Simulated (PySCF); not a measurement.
A run for PySCF: R-HF/STO-3G on FHSeTe (SMILES F[Te][SeH]), a point of a bond scan (R = 1.773 Å).

```python
from pyscf import gto, scf, dft, mp
from pyscf.data.elements import chemcore

mol = gto.M(
    atom='''
    Te    0.42183517    0.29812461    0.73233809
    F     1.58576174    1.33129355   -0.42384185
    Se   -1.05809715   -0.75106279   -0.97162236
    H    -0.06675776   -2.18737202   -1.28388785
    ''',
    basis='sto-3g',
    charge=0, spin=0, verbose=3, max_memory=1800)
mf = scf.RHF(mol)
mf.conv_tol = 1e-8
mf.max_cycle = 100
mf.kernel()
if not mf.converged:
    mf = mf.newton().run(mf.mo_coeff, mf.mo_occ)
```

What total energy does the run end on?

-9019.2444 hartree.
